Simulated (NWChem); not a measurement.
System: C5H5N; SMILES C#CC(C#C)N

Input file for NWChem:

```
start job
memory heap 200 mb stack 900 mb global 1100 mb
geometry units angstroms noautosym nocenter noautoz
  C      0.954117    -2.237904    -0.152138
  C      0.330074    -1.234087     0.103620
  C     -0.424514    -0.009582     0.407839
  N     -1.729613    -0.039244    -0.237792
  C      0.385358     1.186608     0.096307
  C      0.996037     2.198167    -0.168871
  H      1.506740    -3.131449    -0.376897
  H     -0.599920    -0.006091     1.500417
  H     -1.604870    -0.034374    -1.249147
  H     -2.236864     0.812291    -0.003044
  H      1.549070     3.088731    -0.404854
end
basis spherical
  C library def2-svp
  N library def2-svp
  H library def2-svp
end
dft
  xc b3lyp
  iterations 150
end
cosmo
  dielec 25.0
end
task dft energy
```

Excerpt of the output:

```
             Northwest Computational Chemistry Package (NWChem) 7.3.0
             --------------------------------------------------------

                             Geometry "geometry" -> ""
                             -------------------------

 Output coordinates in angstroms (scale by  1.889725989 to convert to a.u.)

  No.       Tag          Charge          X              Y              Z
 ---- ---------------- ---------- -------------- -------------- --------------
    1 C                    6.0000     0.95411700    -2.23790400    -0.15213800
    2 C                    6.0000     0.33007400    -1.23408700     0.10362000
    3 C                    6.0000    -0.42451400    -0.00958200     0.40783900
    4 N                    7.0000    -1.72961300    -0.03924400    -0.23779200
    5 C                    6.0000     0.38535800     1.18660800     0.09630700
    6 C                    6.0000     0.99603700     2.19816700    -0.16887100
    7 H                    1.0000     1.50674000    -3.13144900    -0.37689700
    8 H                    1.0000    -0.59992000    -0.00609100     1.50041700
    9 H                    1.0000    -1.60487000    -0.03437400    -1.24914700
   10 H                    1.0000    -2.23686400     0.81229100    -0.00304400
   11 H                    1.0000     1.54907000     3.08873100    -0.40485400

 Effective nuclear repulsion energy (a.u.)     184.9757289919

                                 NWChem DFT Module
                                 -----------------

 Summary of "ao basis" -> "ao basis" (spherical)
 ------------------------------------------------------------------------------
       Tag                 Description            Shells   Functions and Types
 ---------------- ------------------------------  ------  ---------------------
 C                          def2-svp                 6       14   3s2p1d
 N                          def2-svp                 6       14   3s2p1d
 H                          def2-svp                 3        5   2s1p

 in cosmo_initialize ...

 solvent parameters
 solvname_short: unkn
 solvname_long:  unknown
 dielec:       25.0000

          ---------------
          -cosmo- solvent
          ---------------
 Cosmo: York-Karplus, doi: 10.1021/jp992097l
 dielectric constant -eps-     =  25.00
 screen = (eps-1)/(eps    )    =   0.96000
 surface charge correction     = lagrangian

   van der Waals surface
 --------------------------

 ---------- ATOMIC COORDINATES (A.U.) ------------ VDWR(ANG.) --
     1    1.80301969   -4.22902535   -0.28749913     2.000
     2    0.62374942   -2.33208628    0.19581341     2.000
     3   -0.80221514   -0.01810735    0.77070396     2.000
     4   -3.26849464   -0.07416041   -0.44936172     1.830
     5    0.72822103    2.24236398    0.18199384     2.000
     6    1.88223700    4.15393331   -0.31911992     2.000
     7    2.84732574   -5.91758056   -0.71223206     1.300
     8   -1.13368442   -0.01151032    2.83537700     1.300
     9   -3.03276455   -0.06495744   -2.36054555     1.300
    10   -4.22706003    1.53500741   -0.00575233     1.300
    11    2.92731784    5.83685524   -0.76506313     1.300
 number of segments per atom =         32
 number of   points per atom =         32
 atom (   nspa,  nppa )
 ----------------------
    1 (     21,     0 )       0
    2 (     14,     0 )       0
    3 (      4,     0 )       0
    4 (     13,     0 )       0
    5 (     14,     0 )       0
    6 (     21,     0 )       0
    7 (     15,     0 )       0
    8 (     16,     0 )       0
    9 (     16,     0 )       0
   10 (     16,     0 )       0
   11 (     15,     0 )       0
 number of -cosmo- surface points =      165
 molecular surface =    141.149 angstrom**2
 molecular volume  =    116.338 angstrom**3
 G(cav/disp)       =      1.566 kcal/mol
 -lineq- algorithm             =   0
 -bem- low  level              =   2
 -bem- from -octahedral-
 gaussian surface charge width =   4.50000
 degree of switching           =   1.00000
 switching function tolerance  =   0.00010
 atomic radii =
 --------------
    1  6.000  2.000
    2  6.000  2.000
    3  6.000  2.000
    4  7.000  1.830
    5  6.000  2.000
    6  6.000  2.000
    7  1.000  1.300
    8  1.000  1.300
    9  1.000  1.300
   10  1.000  1.300
   11  1.000  1.300
 ...... end of -cosmo- initialization ......

            General Information
            -------------------
          SCF calculation type: DFT
          Wavefunction type:  closed shell.
          No. of atoms     :    11
          No. of electrons :    42
           Alpha electrons :    21
            Beta electrons :    21
          Charge           :     0
          Spin multiplicity:     1
          Use of symmetry is: off; symmetry adaption is: off
          Maximum number of iterations: 150
          AO basis - number of functions:   109
                     number of shells:    51
          Convergence on energy requested:  1.00D-06
          Convergence on density requested:  1.00D-05
          Convergence on gradient requested:  5.00D-04

              XC Information
              --------------
                         B3LYP Method XC Potential
                     Hartree-Fock (Exact) Exchange  0.200
                        Slater Exchange Functional  0.800 local
                    Becke 1988 Exchange Functional  0.720 non-local
              Lee-Yang-Parr Correlation Functional  0.810
                  VWN I RPA Correlation Functional  0.190 local

             Grid Information
             ----------------
          Grid used for XC integration:  medium
          Radial quadrature: Mura-Knowles
          Angular quadrature: Lebedev.
          Tag              B.-S. Rad. Rad. Pts. Rad. Cut. Ang. Pts.
          ---              ---------- --------- --------- ---------
          C                   0.70       49          13.0       434
          N                   0.65       49          11.0       434
          H                   0.35       45          14.0       434
          Grid pruning is: on
          Number of quadrature shells:   519
          Spatial weights used:  Erf1

      Superposition of Atomic Density Guess
      -------------------------------------

 Sum of atomic energies:        -244.86462929

      Non-variational initial energy
      ------------------------------

 Total energy =    -248.256801
 1-e energy   =    -694.242017
 2-e energy   =     261.009486
 HOMO         =      -0.319483
 LUMO         =       0.017615

   convergence    iter        energy       DeltaE   RMS-Dens  Diis-err
 ---------------- ----- ----------------- --------- --------- ---------
     COSMO gas phase
 d= 0,ls=0.0,diis     1   -247.8666619981 -4.33D+02  1.18D-02  6.65D-01
 d= 0,ls=0.0,diis     2   -247.8942158116 -2.76D-02  6.19D-03  4.75D-01
 d= 0,ls=0.0,diis     3   -247.9202375573 -2.60D-02  3.53D-03  2.23D-01
 d= 0,ls=0.0,diis     4   -247.9433635337 -2.31D-02  1.09D-03  4.30D-02
 d= 0,ls=0.0,diis     5   -247.9486760949 -5.31D-03  2.15D-04  4.79D-04
  Resetting Diis
 d= 0,ls=0.0,diis     6   -247.9487141256 -3.80D-05  7.44D-05  1.24D-04
 d= 0,ls=0.0,diis     7   -247.9487278410 -1.37D-05  4.24D-05  5.78D-06
 d= 0,ls=0.0,diis     8   -247.9487251409  2.70D-06  2.76D-05  2.68D-05
 d= 0,ls=0.0,diis     9   -247.9487285600 -3.42D-06  2.70D-06  6.03D-08
 d= 0,ls=0.0,diis    10   -247.9487285671 -7.06D-09  6.43D-07  5.82D-09

   convergence    iter        energy       DeltaE   RMS-Dens  Diis-err
 ---------------- ----- ----------------- --------- --------- ---------
     COSMO solvation phase
 d= 0,ls=0.0,diis     1   -247.9596967641 -1.10D-02  2.67D-03  4.07D-03
 d= 0,ls=0.0,diis     2   -247.9607181753 -1.02D-03  4.07D-04  1.01D-03
 d= 0,ls=0.0,diis     3   -247.9607838098 -6.56D-05  1.84D-04  5.79D-04
 d= 0,ls=0.0,diis     4   -247.9608393707 -5.56D-05  7.84D-05  1.42D-04
 d= 0,ls=0.0,diis     5   -247.9608567533 -1.74D-05  2.35D-05  7.41D-06
 d= 0,ls=0.0,diis     6   -247.9608575001 -7.47D-07  7.58D-06  1.13D-06

         Total DFT energy =     -247.960857500084
      One electron energy =     -699.788951780234
           Coulomb energy =      302.292100908331
    Exchange-Corr. energy =      -35.738071361301
 Nuclear repulsion energy =      184.975728991935

             COSMO energy =        0.298335741184

 Numeric. integr. density =       42.000011839894

                                   COSMO solvation results
                                   -----------------------

                 gas phase energy =      -247.948728567069
                 sol phase energy =      -247.960857500084
 (electrostatic) solvation energy =         0.012128933015 (    7.61 kcal/mol)

                       DFT Final Molecular Orbital Analysis
                       ------------------------------------

 Vector   19  Occ=2.000000D+00  E=-2.856686D-01
              MO Center=  5.2D-01, -5.3D-01,  7.4D-02, r^2= 4.2D+00
   Bfn.  Coefficient  Atom+Function         Bfn.  Coefficient  Atom+Function
  ----- ------------  ---------------      ----- ------------  ---------------
     6      0.313935   1 C  pz               20      0.285594   2 C  pz
    62      0.210133   5 C  pz               76      0.209913   6 C  pz
     9      0.193399   1 C  pz               90     -0.190662   8 H  s
    23      0.159685   2 C  pz               34     -0.140785   3 C  pz
    79      0.134084   6 C  pz                5     -0.122607   1 C  py

 Vector   20  Occ=2.000000D+00  E=-2.850139D-01
              MO Center=  6.1D-01,  2.3D-01, -4.8D-02, r^2= 4.4D+00
   Bfn.  Coefficient  Atom+Function         Bfn.  Coefficient  Atom+Function
  ----- ------------  ---------------      ----- ------------  ---------------
     4      0.249716   1 C  px               76      0.245527   6 C  pz
    61      0.212283   5 C  py               62      0.205146   5 C  pz
    19      0.197556   2 C  py               18      0.187160   2 C  px
    74     -0.171099   6 C  px               64      0.149945   5 C  py
     7      0.146864   1 C  px               79      0.145682   6 C  pz

 Vector   21  Occ=2.000000D+00  E=-2.595214D-01
              MO Center= -1.2D+00,  2.0D-01, -1.4D-01, r^2= 2.9D+00
   Bfn.  Coefficient  Atom+Function         Bfn.  Coefficient  Atom+Function
  ----- ------------  ---------------      ----- ------------  ---------------
    47      0.406963   4 N  py               50     -0.322647   4 N  py
    46      0.250543   4 N  px               49     -0.216976   4 N  px
    45      0.206224   4 N  s                60     -0.199346   5 C  px
    74     -0.163553   6 C  px               77     -0.163451   6 C  px
    48     -0.147602   4 N  pz               44      0.143151   4 N  s

 Vector   22  Occ=0.000000D+00  E= 5.003945D-03
              MO Center=  2.7D-01, -1.2D-02, -4.4D-02, r^2= 5.5D+00
   Bfn.  Coefficient  Atom+Function         Bfn.  Coefficient  Atom+Function
  ----- ------------  ---------------      ----- ------------  ---------------
    45      0.532450   4 N  s                31      0.432645   3 C  s
    63      0.417083   5 C  px               21      0.384958   2 C  px
     7     -0.324556   1 C  px               35      0.294394   3 C  px
    78      0.286602   6 C  py              101     -0.286986  10 H  s
    77     -0.283301   6 C  px                4     -0.253474   1 C  px

 Vector   23  Occ=0.000000D+00  E= 1.877484D-02
              MO Center=  3.9D-01, -5.1D-02,  1.7D-01, r^2= 5.3D+00
   Bfn.  Coefficient  Atom+Function         Bfn.  Coefficient  Atom+Function
  ----- ------------  ---------------      ----- ------------  ---------------
    91      0.658893   8 H  s                 9      0.392342   1 C  pz
    79      0.376848   6 C  pz               23     -0.325817   2 C  pz
    31     -0.311285   3 C  s                45     -0.312500   4 N  s
    65     -0.298734   5 C  pz               37     -0.246047   3 C  pz
     6      0.243754   1 C  pz               20     -0.244248   2 C  pz

 Vector   24  Occ=0.000000D+00  E= 4.383188D-02
              MO Center=  6.1D-01,  2.0D-01, -3.2D-02, r^2= 5.1D+00
   Bfn.  Coefficient  Atom+Function         Bfn.  Coefficient  Atom+Function
  ----- ------------  ---------------      ----- ------------  ---------------
    79      0.548789   6 C  pz                9     -0.498433   1 C  pz
    65     -0.471474   5 C  pz               23      0.412097   2 C  pz
    62     -0.333041   5 C  pz               22     -0.308580   2 C  py
    20      0.299867   2 C  pz               76      0.295862   6 C  pz
    36     -0.289419   3 C  py                6     -0.261184   1 C  pz

     Multipole analysis of the density
     ---------------------------------

     L   x y z        total         alpha         beta         nuclear
     -   - - -        -----         -----         ----         -------
     0   0 0 0      0.000000    -21.000000    -21.000000     42.000000

     1   1 0 0     -0.020026      0.034115      0.034115     -0.088256
     1   0 1 0      0.540143      0.389491      0.389491     -0.238839
     1   0 0 1     -0.149962      0.376217      0.376217     -0.902395

     2   2 0 0    -25.482326    -97.715402    -97.715402    169.948478
     2   1 1 0     -2.752226     -0.363243     -0.363243     -2.025741
     2   1 0 1     -0.226223     -0.656477     -0.656477      1.086730
     2   0 2 0    -21.424816   -183.276180   -183.276180    345.127544
     2   0 1 1      0.068184      0.503780      0.503780     -0.939376
     2   0 0 2    -25.185501    -23.201403    -23.201403     21.217304
```

Level: B3LYP/def2-SVP, COSMO on the gas-phase geometry. Geometry: optimised at PBE0/def2-SVP. COSMO prints the solvation energy as gas minus solution, so a positive value is a stabilisation.
